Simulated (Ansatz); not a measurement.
`[F][Zn][N]([SiH3])[SiH3]` + HCl → `[F][Zn][Cl]` + `[SiH3]N[SiH3]` at 700 K and 1 bar (ligand exchange at a Zn–N bond).

Program: Ansatz. Geometries: PBE0-D4/def2-TZVP. ΔE: electronic, gas phase. CCSD(T)/CBS is the MP2 limit (def2-TZVPP, def2-QZVPP) plus CCSD(T) − MP2 in def2-TZVPP, frozen cores. This one scheme is used for every species. For Zn outer-core shells are correlated without core-valence functions, which leaves a few kJ/mol of doubt a bond. Scalar relativity is left out up to krypton. One conformer a species, not always the lowest.

```csv
species,CCSD(T)/CBS energy (Eh),H − E (kJ/mol),S (J/(mol·K))
`[F][Zn][N]([SiH3])[SiH3]`,-2514.72709,245.9,539.6
HCl,-460.38127,38.4,211.8
`[F][Zn][Cl]`,-2338.03728,45.0,320.3
`[SiH3]N[SiH3]`,-637.10515,245.6,444.2
```

H − E and S are ideal-gas, rigid-rotor, harmonic terms from PBE0-D4/def2-TZVP, for one conformer and one mirror image of each species. 1 Eh = 2625.50 kJ/mol, R = 8.31446 J/(mol·K).

Task: By hand: ΔE, ΔH, ΔS and ΔG.

Result: ΔE = (-2338.03728) + (-637.10515) − (-2514.72709) − (-460.38127) = -0.03407 Eh = -89.5 kJ/mol. Δ(H − E) = 45.0 + 245.6 − 245.9 − 38.4 = 6.3, so ΔH = -83.2 kJ/mol. ΔS = 320.3 + 444.2 − 539.6 − 211.8 = 13.1 J/(mol·K). ΔG = -83.2 − 700 × (13.1)/1000 = -92.4 kJ/mol.

Task: By hand: the equilibrium constant, and the temperature at which ΔG would vanish if ΔH and ΔS stayed fixed.

Result: log₁₀ K = −ΔG/(RT ln 10) = 6.9. ΔH and −TΔS have one sign here, so there is no such temperature.

The number of gas molecules stays the same, so ΔS is small and ΔH decides. A doubt of 5 kJ/mol in ΔE shifts log₁₀ K by 0.4 here. Other conformers and mirror images would add mixing entropy, several J/(mol·K) or more a flexible species. Modes under 60 cm⁻¹, often nearly free rotors, make the harmonic entropy too high. These are equilibria of isolated gas molecules and say nothing of rates. Largest T1 diagnostic: 0.016 (customary marks: 0.02 for closed shells, 0.045 for open ones).
